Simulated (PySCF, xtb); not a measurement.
Hf(F)3(OH)(OH2) (F3H3HfO2), SMILES [OH][Hf](<-[OH2])([F])([F])[F], multiplicity 1. The values are those of a single conformer.

Harmonic wavenumbers (cm⁻¹) from GFN2-xTB (xtb) at its own minimum, in rising order: 62, 98, 110, 128, 146, 175, 196, 217, 230, 276, 369, 418, 459, 465, 482, 498, 568, 1432, 3425, 3446, 3552.

Task: What does PBE-D3(BJ)/def2-SVP run with PySCF give at its own minimum? (Estimate from the structure and the level; the computed values follow.)

Result: 85, 90, 141, 145, 178, 185, 198, 239, 279, 286, 293, 410, 512, 609, 619, 636, 701, 1552, 3668, 3767, 3897. Paired by order, the mean absolute difference is 91 cm⁻¹ and the zero-point energies are 23.9 and 26.4 kcal/mol.
